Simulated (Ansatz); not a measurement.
`N[Si@H](F)[Si@@H](N)F`, charge 0, multiplicity 1.

Give a relaxed structure at PBE0-D4/def2-TZVP (Ansatz 0.2.0). (Estimate.)

Computed: 
```xyz
12

N    -0.491    1.510    1.224
Si   -0.502   -0.194    1.206
F    -1.878   -0.859    1.710
Si   -0.124   -0.815   -1.021
N     1.493   -0.440   -1.388
F    -1.201    0.020   -1.889
H    -1.007    2.036    0.536
H    -0.373    2.033    2.077
H     0.531   -0.641    2.174
H    -0.339   -2.237   -1.382
H     1.925    0.408   -1.060
H     1.969   -0.821   -2.188
```
This is one stationary point; other conformers may exist.
